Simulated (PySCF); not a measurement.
## Ir: electron affinity

Ir- [Xe] 4f14 5d8 6s2 (3F) → Ir [Xe] 4f14 5d7 6s2 (4F), as a difference of total energies. All numbers are calculated (PySCF 2.14, a scalar-relativistic core potential, in aug-cc-pwCVDZ-PP with ECP60MDF). Correlated levels: valence: 5s2 5p6 frozen. The calculations carry no spin-orbit coupling.

```json
{"method": "UHF", "electron affinity (eV)": "0.012", "difference from reference (eV)": "-1.552"}
{"method": "MP2 (valence)", "electron affinity (eV)": "1.463", "difference from reference (eV)": "-0.101"}
{"method": "SCS-MP2 (valence)", "electron affinity (eV)": "1.457", "difference from reference (eV)": "-0.107"}
{"method": "CCSD (valence)", "electron affinity (eV)": "1.337", "difference from reference (eV)": "-0.227"}
{"method": "CCSD(T) (valence)", "electron affinity (eV)": "1.492", "difference from reference (eV)": "-0.072"}
```

Reference: 1.564 eV (measured; photodetachment measurements, as compiled on the Wikipedia data page of electron affinities).

The reference lies between the lowest fine-structure levels, while these numbers refer to the centres of the terms.

Errors of the correlated levels include the incompleteness of this basis and the frozen core.

The coupled-cluster amplitudes are large for Ir- (T1 above 0.03 or a double amplitude above 0.15), so a single reference is strained.
